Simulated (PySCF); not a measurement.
## Dipole moment and polarisability of `C=C(C)[C@@H]1[C@@H]2C[C@@H]21`

Compound: C₇H₁₀.
Structure used (GFN2-xTB), in Å, numbered top down from 1:
```xyz
17
C7H10 angstrom
C     -1.861    0.154    0.350
C     -0.767    0.553   -0.279
C     -0.469    1.990   -0.581
C      0.260   -0.414   -0.770
C      0.561   -1.701   -0.066
C      1.025   -1.102    1.226
C      1.576   -0.615   -0.075
H     -2.046   -0.888    0.547
H     -2.610    0.850    0.689
H     -1.251    2.640   -0.199
H     -0.383    2.139   -1.657
H      0.482    2.273   -0.131
H      0.310   -0.440   -1.859
H      0.557   -2.714   -0.407
H      0.353   -0.466    1.788
H      1.676   -1.705    1.848
H      2.581   -0.539   -0.433
```

Level: PBE0/def2-SVPD (PySCF), static field, nuclei fixed, core orbitals frozen in the response. The polarisability tensor in these axes (au):

```
x   82.89 -2.82 -4.00
y   -2.82 78.09 -5.34
z   -4.00 -5.34 70.53
```

Question: Give the principal values, the mean and the anisotropy Δα = √{½[(α1 − α2)² + (α2 − α3)² + (α1 − α3)²]}.

Answer: Principal values 66.34, 80.74 and 84.42 au; mean 77.17 au = 11.43 Å³ = 12.72 × 10⁻⁴⁰ C²·m²/J; Δα = 16.55 au (21 % of the mean).

Question: What is the dipole moment, and where does it point?

Answer: (0.73, -0.20, -0.39) D, 0.85 D in size, pointing from the negative to the positive side. Measured along this direction, the outermost atoms are H9 at the negative end and H17 at the positive end.

Question: How large is μ²/3kT at 500 K beside α?

Answer: In Gaussian units μ²/3kT = 3.49 Å³ against 11.43 Å³, a ratio of 0.31; the Debye molar polarisation (4π/3)N_A(α + μ²/3kT) is 37.7 cm³/mol, leaving out the vibrational part.

Question: What depolarisation ratio follows for Rayleigh scattering of linearly polarised light, taking the static tensor?

Answer: ρ = 3Δα²/(45ᾱ² + 4Δα²) = 822.2/(267957 + 1096.3) = 0.00306.

Question: Molar refractivity from α?

Answer: Lorentz–Lorenz: R = (4π/3)N_A α = 2.5225 cm³/(mol·Å³) × 11.43 Å³ = 28.8 cm³/mol, in the limit of long wavelengths.

Question: Sum over states: ᾱ = Σ f/ω², ω in Eh. What share falls to these 6 lowest TDDFT singlets (eV, f)? 6.29, 0.0065; 6.90, 0.0834; 6.96, 0.0955; 7.02, 0.0362; 7.40, 0.0330; 7.47, 0.0149.

Answer: They add up to 4.07 au, 5.3 % of the 77.17 au; the largest single term is 1.46 au, from the state at 6.96 eV. Terms in order: 0.12, 1.30, 1.46, 0.54, 0.45, 0.20 au. Higher excitations give the rest. The strengths listed sum to 0.270.

Question: Give the principal axes and the span of the nuclei along them.

Answer: Largest value along (0.95, -0.28, -0.16), where the nuclei span 5.48 Å; middle along (0.17, 0.85, -0.51), 4.69 Å; least along (0.28, 0.45, 0.85), 3.09 Å. The response follows the extents in order.

One conformer (not necessarily the lowest) at the GFN2-xTB geometry, without solvent, vibrations or thermal averaging.

These values come from a run that also computed excited states. The run took 58 s of wall time on Arm Neoverse N1, one thread (shared host), and the process peaked at 0.88 GiB of memory.
